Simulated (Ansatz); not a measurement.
Job for Ansatz (an electronic-structure program): R-B3LYP/def2-TZVPP on BFH3NO (SMILES NB(O)F), a point of a torsion scan.

Ansatz 0.2 input:
```yaml
crystal:
  periodic: [false, false, false]
  atoms:
    - {symbol: N, position_ang: [0.93847944, -0.27641875, -0.09152282]}
    - {symbol: B, position_ang: [0.06142157, 0.69257380, 0.40648277]}
    - {symbol: O, position_ang: [0.29515840, 2.01204572, 0.28560613]}
    - {symbol: F, position_ang: [-1.04198748, 0.28283528, 1.07312295]}
    - {symbol: H, position_ang: [1.92031517, -0.10224646, -0.19374192]}
    - {symbol: H, position_ang: [0.73148889, -1.24930419, 0.05271581]}
    - {symbol: H, position_ang: [-0.38533222, 2.56809351, 0.66370970]}
basis:
  gaussian:
    orbitals: def2-TZVPP
hamiltonian:
  xc: {name: B3LYP}
scf: {lower_state_search: off}
```

The head of its log:

```
WARN ansatz: RAYON_NUM_THREADS=1 ignored (pool sized by the plan → 1); use --threads N
Functional definition: B3LYP
these checks for a lower state are left out or cut short: stability, starts, cluster_reference, orbital_swaps, neighbouring_geometries, increment
integrals: 0.06 GiB planned
808 factors; their error is unknown
mean field: 0.59 GiB planned
mean field evaluation 1: about -6976.1875 eV, gradient 8.1e1 eV
mean field evaluation 2: about -6964.0074 eV, gradient 1.1e2 eV
```

Question: Give the final energy of this run.

Answer: -256.7611 hartree.
